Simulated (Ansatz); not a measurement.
Level of theory: frozen-core CCSD(T)/cc-pVTZ // PBE0-D4/def2-TZVP (Ansatz, a program for electronic structure). The restricted HF reference is unstable towards unrestricted orbitals.

Ansatz 0.2 input:
```yaml
crystal:
  periodic: [false, false, false]
  atoms:
    - { symbol: B, position_ang: [2.834756, -0.254697, -0.555734] }
    - { symbol: C, position_ang: [1.707075, 0.541249, 0.061261] }
    - { symbol: C, position_ang: [0.419508, 0.105196, -0.011948] }
    - { symbol: C, position_ang: [-0.724888, 0.754021, 0.526975] }
    - { symbol: C, position_ang: [-1.997395, 0.291036, 0.435154] }
    - { symbol: N, position_ang: [-2.425, -0.826114, -0.193922] }
    - { symbol: H, position_ang: [2.578584, -1.286552, -1.118599] }
    - { symbol: H, position_ang: [3.97722, 0.105588, -0.503742] }
    - { symbol: H, position_ang: [1.877549, 1.483378, 0.582459] }
    - { symbol: H, position_ang: [0.266307, -0.836914, -0.540108] }
    - { symbol: H, position_ang: [-0.581112, 1.691001, 1.051806] }
    - { symbol: H, position_ang: [-2.796818, 0.869745, 0.886795] }
    - { symbol: H, position_ang: [-1.769882, -1.49362, -0.558374] }
    - { symbol: H, position_ang: [-3.365905, -1.143312, -0.062025] }
basis:
  gaussian: { orbitals: cc-pVTZ }
correlation:
  method: ccsd_t
```

Output:

```
Functional definition: HF
1665 factors; integrals over basis functions are off by at most 1.1e-3 eV
mean field evaluation 1: about -6398.0306 eV, gradient 3.9e1 eV
mean field evaluation 2: about -6398.3656 eV, gradient 3.9e1 eV
mean field evaluation 4: about -6402.7293 eV, gradient 4.8e0 eV
mean field evaluation 8: about -6402.8223 eV, gradient 4.1e-1 eV
mean field evaluation 16: about -6402.8248 eV, gradient 1.3e-6 eV
mean field -6402.82483667 eV, -235.2994727570 hartree, gradient 1.3e-6 eV, S^2 0.000000; 0 other end points of the search recorded, 0 dependent functions left out; unrestricted orbitals would lower it
6 core orbitals not correlated
reference -6402.82483667 eV, -235.2994727570 hartree; 16, 16 occupied and 270, 270 virtual orbitals, 1665 factors
second order -26.02255806 eV of doubles, -0.00000000 eV of singles
cycle   1  -26.40098853 eV  change   -3.8e-1 eV  update   1.2e-1
cycle   2  -27.06106066 eV  change   -6.6e-1 eV  update   3.6e-2
cycle   3  -27.22143031 eV  change   -1.6e-1 eV  update   2.0e-2
cycle   4  -27.21492037 eV  change    6.5e-3 eV  update   5.7e-3
cycle   5  -27.21065195 eV  change    4.3e-3 eV  update   3.2e-3
cycle   6  -27.21161086 eV  change   -9.6e-4 eV  update   1.2e-3
cycle   7  -27.21154483 eV  change    6.6e-5 eV  update   4.6e-4
cycle   8  -27.21135786 eV  change    1.9e-4 eV  update   2.0e-4
cycle   9  -27.21142382 eV  change   -6.6e-5 eV  update   6.2e-5
cycle  10  -27.21144230 eV  change   -1.8e-5 eV  update   2.2e-5
perturbative correction -1.27648944 eV, -0.0469101215 hartree
Total energy: -6431.31276841 eV, -236.3463849385 hartree
```

Cost: about 50 core-minutes (a rough figure).
